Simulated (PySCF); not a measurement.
## Structure from NMR data

Molecular formula: C₃H₈F₃NSi₂. Simulated spectra:

1H NMR (400 MHz, computed): δ 7.81 (d, 1H), 7.53 (d, 1H), 4.16 (s, 6H).

13C{1H} NMR (computed): δ 155.7 (CH2), 136.0 (C), 59.3 (C).

PySCF 2.14.0 with density-fitted response routines calculation with shielding tensors at PBE0/pcSseg-1 (GIAO) and GFN2-xTB geometry; isolated molecule, averaged over atoms made equivalent by symmetry, fast rotation or ring inversion, non-relativistic, one conformer.

Shifts are taken against calculated references (same method and geometry level): TMS for 1H, 13C.

Task: Deduce the structure.

Result: 
- The formula gives 1 degree of unsaturation (no ring in the answer).
- 3 carbon signals for 3 carbons: no two carbons are equivalent.
- Carbon types of the structure: 2 × C, 1 × CH2, leaving 6 H on heteroatoms.
- δC 155.7: C=N carbon.
- δC 136.0: CF3 carbon; 3 electronegative neighbours deshield it.
- δC 59.3: fully substituted sp3 carbon bonded to N and 2 Si; deshielded by the electronegative neighbour.
- δH 7.81, 7.53: hydrogen on a C=N carbon.
- δH 4.16: hydrogen on a silicon bonded to C.

These data were computed for SMILES FC(C(N=C)([SiH3])[SiH3])(F)F.

The data come from this structure; uniqueness wasn't tested.

Splittings by 19F in the carbon and heteronuclear signals aren't shown, as no couplings were computed. Shifts are as computed. Against solution values, carbons near 30 ppm lie about +3 ppm off and those near 130 ppm about +5 ppm. Of 1211 compounds with measured shifts, 218 miss one by over three times the rms of a fit or turn the order of signals round; such compounds aren't used in these exercises. No couplings were computed; multiplicities are counted from neighbouring protons, with m where these are inequivalent, close in shift, in a saturated or five-membered ring or joined by F or P, and br s for small geminal =CH2 splittings.
